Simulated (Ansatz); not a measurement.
`B[SiH2]CC` + PH₃ → `CC[SiH2]P` + BH₃ at 700 K and 1 bar (cleavage of the Si–B bond).

Isolated molecules relaxed with PBE0-D4/def2-TZVP in Ansatz; ΔE leaves out vibrations. CBS: MP2 limit from def2 TZ/QZ plus the TZ coupled-cluster correction, frozen cores. This one scheme is used for every species. One conformer a species, not always the lowest.

```csv
species,CCSD(T)/CBS energy (Eh),H − E (kJ/mol),S (J/(mol·K))
`B[SiH2]CC`,-395.35748,352.6,478.8
PH₃,-342.72256,91.5,248.3
`CC[SiH2]P`,-711.54406,349.7,483.1
BH₃,-26.55200,96.5,225.0
```

H − E and S are ideal-gas, rigid-rotor, harmonic terms from PBE0-D4/def2-TZVP, for one conformer and one mirror image of each species. 1 Eh = 2625.50 kJ/mol, R = 8.31446 J/(mol·K).

Q: By hand: ΔE, ΔH, ΔS and ΔG.

A: ΔE = (-711.54406) + (-26.55200) − (-395.35748) − (-342.72256) = -0.01602 Eh = -42.1 kJ/mol. Δ(H − E) = 349.7 + 96.5 − 352.6 − 91.5 = 2.1, so ΔH = -40.0 kJ/mol. ΔS = 483.1 + 225.0 − 478.8 − 248.3 = -19.0 J/(mol·K). ΔG = -40.0 − 700 × (-19.0)/1000 = -26.7 kJ/mol.

Q: By hand: the equilibrium constant, and the temperature at which ΔG would vanish if ΔH and ΔS stayed fixed.

A: log₁₀ K = −ΔG/(RT ln 10) = 2.0. ΔG = 0 at ΔH/ΔS = 2105 K, though so small a ΔS makes that figure unsure.

ΔH outweighs TΔS. A doubt of 5 kJ/mol in ΔE shifts log₁₀ K by 0.4 here. Other conformers and mirror images would add mixing entropy, several J/(mol·K) or more a flexible species. Modes under 60 cm⁻¹, often nearly free rotors, make the harmonic entropy too high. These are equilibria of isolated gas molecules and say nothing of rates. Largest T1 diagnostic: 0.013 (customary marks: 0.02 for closed shells, 0.045 for open ones).
